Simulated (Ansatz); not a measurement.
`[CH3][Ge]([F])([Cl])[C]#N` + H₂ → `N#[C][GeH]([F])[Cl]` + CH₄ at 700 K and 1 bar (hydrogenolysis of a Ge–C bond).

Computed with Ansatz on PBE0-D4/def2-TZVP structures; ΔE is electronic, products minus reactants. CCSD(T)/CBS is the MP2 limit (def2-TZVPP, def2-QZVPP) plus CCSD(T) − MP2 in def2-TZVPP, frozen cores. This one scheme is used for every species. For Ge outer-core shells are correlated without core-valence functions, which leaves a few kJ/mol of doubt a bond. Scalar relativity is left out up to krypton.

```csv
species,CCSD(T)/CBS energy (Eh),H − E (kJ/mol),S (J/(mol·K))
`[CH3][Ge]([F])([Cl])[C]#N`,-2768.37719,209.7,501.3
H₂,-1.17544,46.8,155.3
`N#[C][GeH]([F])[Cl]`,-2729.09452,114.1,430.4
CH₄,-40.46206,145.9,224.0
```

H − E and S are ideal-gas, rigid-rotor, harmonic terms from PBE0-D4/def2-TZVP, for one conformer and one mirror image of each species. For small species the MP2-based limit differs from directly extrapolated CCSD(T) by up to some mEh (0.8 for H₂); such offsets cancel only in part. 1 Eh = 2625.50 kJ/mol, R = 8.31446 J/(mol·K).

By hand: ΔE, ΔH, ΔS and ΔG.

ΔE = (-2729.09452) + (-40.46206) − (-2768.37719) − (-1.17544) = -0.00395 Eh = -10.4 kJ/mol. Δ(H − E) = 114.1 + 145.9 − 209.7 − 46.8 = 3.5, so ΔH = -6.9 kJ/mol. ΔS = 430.4 + 224.0 − 501.3 − 155.3 = -2.2 J/(mol·K). ΔG = -6.9 − 700 × (-2.2)/1000 = -5.4 kJ/mol.

By hand: the equilibrium constant, and the temperature at which ΔG would vanish if ΔH and ΔS stayed fixed.

log₁₀ K = −ΔG/(RT ln 10) = 0.4. ΔG = 0 at ΔH/ΔS = 3136 K, far beyond where these terms or the molecules hold.

The number of gas molecules stays the same, so ΔS is small and ΔH decides. The sign of ΔG lies within the doubt. A doubt of 5 kJ/mol in ΔE shifts log₁₀ K by 0.4 here. Other conformers and mirror images would add mixing entropy, several J/(mol·K) or more a flexible species. These are equilibria of isolated gas molecules and say nothing of rates. Largest T1 diagnostic: 0.012 (customary marks: 0.02 for closed shells, 0.045 for open ones).
